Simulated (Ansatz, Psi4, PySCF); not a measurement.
GeO, triplet, at a GFN2-xTB geometry (the spin is typed, not shown lowest). Base run: PySCF with B97M-V/cc-pVTZ.

Geometry (Å):
```xyz
2

Ge     0.0000     0.0000    -0.3348
O      0.0000     0.0000     1.3391
```
Charge 0, spin multiplicity 3.
Orbitals are unrestricted.
All else is at PySCF's defaults.

The same geometry, method and basis name were run in Ansatz (an electronic-structure program) and Psi4 and PySCF, at each program's defaults and at the settings that a row names. The base is PySCF at its defaults. Differences at the defaults can come from grids, fitting, cores and function types together. The rows with settings made alike still differ; the cause (another SCF solution, basis table, core potential or functional code) wasn't traced.

| code and settings | ΔE vs base (µEh) | basis functions | E (Eh) | SCF cycles | dipole (D) | outcome |
|---|---|---|---|---|---|---|
| PySCF, defaults (exact integrals, its default grid, spherical functions) | 0.0 | 73 | -2151.74328 | 12 | 2.32 | converged |
| Psi4, defaults (density fitting with its default set, its default grid, spherical functions) | -1863 | 73 | -2151.74515 | 11 | 0.50 | another SCF solution |
| Ansatz, defaults (factorised integrals, its default grid, spherical functions) | -2276 | 73 | -2151.74556 | - | - | converged |
| PySCF, density fitting with def2-universal-jkfit | -30.2 | 73 | -2151.74331 | 12 | 2.32 | converged |
| PySCF, fine grid | -1.8 | 73 | -2151.74329 | 12 | 2.32 | converged |
| Psi4, exact integrals, spherical functions, fine grid | -1781 | 73 | -2151.74506 | 13 | 0.50 | another SCF solution |
| Ansatz, high accuracy | -2276 | 73 | -2151.74556 | - | - | converged |

A guess, shift, damping, solver or small numerical setting can't move a converged solution much, so rows marked as another SCF solution ended in a different state.

Open shells are given as the SCF converged; they aren't shown to be the lowest states, and a large step between rows can be another state.
